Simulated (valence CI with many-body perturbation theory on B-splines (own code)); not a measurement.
E1 transitions of Rh XIII

Computed by relativistic CI+MBPT: five valence electrons over a frozen Dirac-Fock core [Ar] 3d10, radial functions for each j: 11 s, 11 p, 10 d, 8 f, 5 g, 2 h, with the one-electron correlation potential Σ1 (screened to all orders), the two-electron term Σ2, the three-electron term Σ3, Breit, model QED; selected single and double excitations, second order for the rest, scaled by the run's own slope (own B-spline code, finite nucleus).

No measured spectrum was set against this ion. As an estimate, levels hold to about 250 cm⁻¹ or 0.2 % of their energy and the worst to 1 %, as in measured heavy ions of charge 2 to 7; those with d or f electrons hold less well. Among the levels kept, up to 2500 cm⁻¹ of a level comes from second order outside the variational space, and about a tenth of that is noise between levels of different J, which matters for small intervals.

Lines 201 to 250 of 570 in falling wavelength, among levels below 1030900 cm⁻¹, chosen from the strongest by gf and those to the six lowest levels. Wavelengths and rates use the calculated energies, so an error of 900 cm⁻¹ moves a line at 221.1 Å by 0.2 % and its rate by three times that or more. Electric multipoles are in the length gauge, E1 and E2 with the static RPA response of the core. Weak lines are less certain than strong ones. Lines between different terms over intervals too small for the method are left out, as are lines whose strength nearly cancels. Where a level lies close to another of its J and parity, the split of strength between their lines is uncertain. The highest levels of a list are the least certain.

Names give the largest LS component (configuration and term), which can be under half, so a name can repeat, a term be missing and a line seem to break the LS rules; names also repeat where a configuration has a term twice. Letters in brackets count levels of one name in rising energy.

```
λ vac (Å)                 Upper                Lower   A (s⁻¹)  S (a.u.) with core polarisation  S without
    221.1  4s²4p4d² ⁴D°_5/2 [b]  4s²4p²4d ²G_7/2 [b]  1.01e+10                         3.23e-01   3.51e-01
    220.9   4s4p³4d ⁴D°_3/2 [a]         4s4p⁴ ⁴P_5/2  5.24e+08                         1.12e-02   1.20e-02
    220.4   4s²4p²4d ²P_3/2 [a]       4s²4p³ ²D°_5/2  3.67e+10                         7.76e-01   8.46e-01
    220.2      4s²4p4d² ²S°_1/2  4s²4p²4d ²D_3/2 [b]  1.56e+10                         1.65e-01   1.79e-01
    220.2  4s²4p²4f ²G°_7/2 [a]      4s²4p²4d ⁴F_9/2  2.36e+09                         9.95e-02   1.08e-01
    220.0  4s²4p²4f ²G°_7/2 [b]  4s²4p²4d ²G_7/2 [a]  4.88e+09                         2.05e-01   2.21e-01
    219.9   4s²4p²4d ²D_5/2 [a]       4s²4p³ ²P°_3/2  5.14e+09                         1.62e-01   1.76e-01
    219.5   4s4p³4d ⁴F°_5/2 [a]         4s4p⁴ ⁴P_5/2  9.84e+08                         3.08e-02   3.32e-02
    219.2   4s²4p²4d ²P_1/2 [a]       4s²4p³ ²P°_1/2  8.76e+09                         9.10e-02   9.91e-02
    219.0       4s²4p²4d ⁴P_3/2       4s²4p³ ²P°_1/2  2.45e+08                         5.08e-03   5.36e-03
    218.4  4s²4p4d² ⁴P°_3/2 [b]      4s²4p²4d ⁴P_3/2  7.55e+09                         1.55e-01   1.65e-01
    218.4  4s²4p²4f ⁴G°_9/2 [b]      4s²4p²4d ²G_9/2  7.66e+09                         3.94e-01   4.29e-01
    218.1  4s²4p²4f ²D°_5/2 [a]  4s²4p²4d ²F_7/2 [a]  5.57e+09                         1.71e-01   1.86e-01
    217.4   4s²4p²4d ²G_7/2 [a]       4s²4p³ ²D°_5/2  3.12e+09                         1.26e-01   1.36e-01
    217.3      4s²4p4d² ⁴F°_5/2      4s²4p²4d ⁴P_3/2  6.53e+09                         1.99e-01   2.10e-01
    217.2     4s²4p4d² ⁴G°_11/2      4s²4p²4d ⁴F_9/2  3.14e+09                         1.91e-01   1.92e-01
    217.0  4s²4p²4f ²D°_5/2 [b]  4s²4p²4d ²D_5/2 [a]  1.57e+10                         4.76e-01   5.11e-01
    216.9   4s4p³4d ⁴F°_7/2 [a]         4s4p⁴ ⁴P_5/2  6.54e+08                         2.63e-02   2.83e-02
    216.3      4s²4p4d² ²P°_3/2  4s²4p²4d ²D_5/2 [a]  6.53e+09                         1.30e-01   1.41e-01
    216.3      4s²4p4d² ²D°_3/2  4s²4p²4d ²P_3/2 [a]  6.11e+09                         1.22e-01   1.31e-01
    216.1      4s²4p4d² ²P°_1/2  4s²4p²4d ²D_3/2 [b]  1.17e+10                         1.16e-01   1.26e-01
    215.6  4s²4p²4f ²F°_5/2 [c]  4s²4p²4d ²D_3/2 [a]  6.20e+09                         1.84e-01   1.95e-01
    215.5   4s²4p²4d ²D_3/2 [b]       4s²4p³ ²P°_3/2  9.67e+08                         1.91e-02   2.08e-02
    215.4  4s²4p4d² ⁴D°_5/2 [c]  4s²4p²4d ²G_7/2 [b]  1.26e+10                         3.73e-01   4.05e-01
    215.2      4s²4p4d² ²F°_7/2      4s²4p²4d ²G_9/2  1.22e+10                         4.78e-01   5.17e-01
    215.2      4s²4p4d² ⁴F°_5/2      4s²4p²4d ⁴P_5/2  4.87e+09                         1.44e-01   1.53e-01
    215.1       4s²4p²4d ²F_5/2       4s²4p³ ⁴S°_3/2  1.09e+09                         3.21e-02   3.46e-02
    215.1   4s4p³4d ²D°_5/2 [e]  4s²4p²4d ²F_7/2 [a]  1.09e+10                         3.22e-01   3.50e-01
    214.8      4s²4p²4f ⁴D°_7/2      4s²4p²4d ⁴F_9/2  1.46e+10                         5.73e-01   6.23e-01
    214.4  4s²4p4d² ⁴F°_7/2 [a]      4s²4p²4d ⁴P_5/2  1.62e+10                         6.31e-01   6.72e-01
    214.3       4s4p³4d ⁴S°_3/2         4s4p⁴ ²D_5/2  2.08e+10                         4.03e-01   4.38e-01
    214.1   4s4p³4d ²D°_5/2 [b]         4s4p⁴ ²D_5/2  6.25e+09                         1.82e-01   1.97e-01
    214.1   4s²4p²4d ²P_3/2 [a]       4s²4p³ ²D°_3/2  3.42e+10                         6.62e-01   7.19e-01
    213.8   4s²4p²4d ²D_3/2 [a]       4s²4p³ ²P°_1/2  5.74e+09                         1.11e-01   1.19e-01
    213.7  4s²4p²4f ²G°_7/2 [a]      4s²4p²4d ⁴F_7/2  1.44e+10                         5.54e-01   6.00e-01
    213.7   4s²4p²4d ²P_1/2 [b]       4s²4p³ ²P°_3/2  3.19e+08                         3.07e-03   3.35e-03
    213.3       4s²4p²4d ⁴P_1/2       4s²4p³ ²P°_1/2  1.43e+10                         1.37e-01   1.49e-01
    213.2       4s4p³4d ⁴G°_5/2         4s4p⁴ ⁴P_5/2  2.32e+08                         6.67e-03   7.17e-03
    213.0   4s4p³4d ⁴D°_3/2 [b]         4s4p⁴ ⁴P_1/2  8.01e+09                         1.53e-01   1.65e-01
    212.8  4s²4p4d² ⁴F°_7/2 [b]      4s²4p²4d ²G_9/2  6.38e+09                         2.43e-01   2.62e-01
    212.0   4s4p³4d ²P°_3/2 [c]         4s4p⁴ ²P_1/2  5.77e+09                         1.08e-01   1.18e-01
    211.8   4s4p³4d ²P°_1/2 [a]         4s4p⁴ ²D_3/2  2.76e+10                         2.59e-01   2.82e-01
    211.8      4s²4p4d² ⁴F°_9/2      4s²4p²4d ²G_9/2  3.70e+09                         1.73e-01   1.87e-01
    211.7     4s²4p²4f ⁴G°_11/2      4s²4p²4d ²G_9/2  7.96e+09                         4.47e-01   4.72e-01
    211.7  4s²4p4d² ⁴D°_3/2 [a]      4s²4p²4d ⁴D_3/2  6.65e+09                         1.25e-01   1.34e-01
    211.7   4s²4p²4d ²D_5/2 [b]       4s²4p³ ²P°_3/2  4.05e+08                         1.14e-02   1.24e-02
    211.6  4s²4p4d² ⁴D°_5/2 [a]      4s²4p²4d ⁴D_5/2  4.95e+09                         1.39e-01   1.50e-01
    211.6   4s²4p²4d ²G_7/2 [b]       4s²4p³ ²D°_5/2  3.45e+09                         1.29e-01   1.39e-01
    211.6      4s²4p²4f ⁴D°_7/2  4s²4p²4d ²F_7/2 [a]  2.94e+09                         1.10e-01   1.17e-01
    211.5       4s4p³4d ⁴G°_7/2         4s4p⁴ ⁴P_5/2  1.60e+09                         5.99e-02   6.41e-02
```
